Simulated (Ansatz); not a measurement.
One change: `N[BH][GeH]([OH])[F]` becomes `[OH][GeH]([F])[SiH3]`.

Ansatz, PBE0-D4/def2-TZVP geometries, multiplicity 1. Each molecule was computed in one conformer, which needn't be the lowest.

Scalar relativity is left out up to krypton.

| property | `N[BH][GeH]([OH])[F]` |
| --- | --- |
| size of the dipole moment (PBE/def2-TZVPP) / D | 3.63 |
| HOMO energy (B3LYP/def2-TZVPP) / eV | -7.81 |
| HOMO energy (ωB97M-V/def2-TZVPP) / eV | -10.19 |
| HOMO energy (PBE0/def2-TZVPP) / eV | -8.01 |
| LUMO energy (ωB97M-V/def2-TZVPP) / eV | 0.75 |
| LUMO energy (PBE0/def2-TZVPP) / eV | -1.14 |

(1) What does the change do to each property? (An estimate is asked.)

Answers

(1) The calculation gave: 
```tsv
property	`[OH][GeH]([F])[SiH3]`	shift
size of the dipole moment (PBE/def2-TZVPP) / D	1.73	-1.90
HOMO energy (B3LYP/def2-TZVPP) / eV	-8.35	-0.54
HOMO energy (ωB97M-V/def2-TZVPP) / eV	-10.65	-0.46
HOMO energy (PBE0/def2-TZVPP) / eV	-8.56	-0.55
LUMO energy (ωB97M-V/def2-TZVPP) / eV	1.45	0.70
LUMO energy (PBE0/def2-TZVPP) / eV	-0.29	0.85
```

With PBE0 the HOMO falls by 0.55 eV and the LUMO rises by 0.85 eV, so the gap widens by about 1.40 eV. PBE moves the HOMO by -0.60 eV and ωB97M-V by -0.46 eV. Dipoles are sizes alone; their direction can turn.

B3LYP here is the variant with VWN-RPA as its local correlation; programs differ in this.
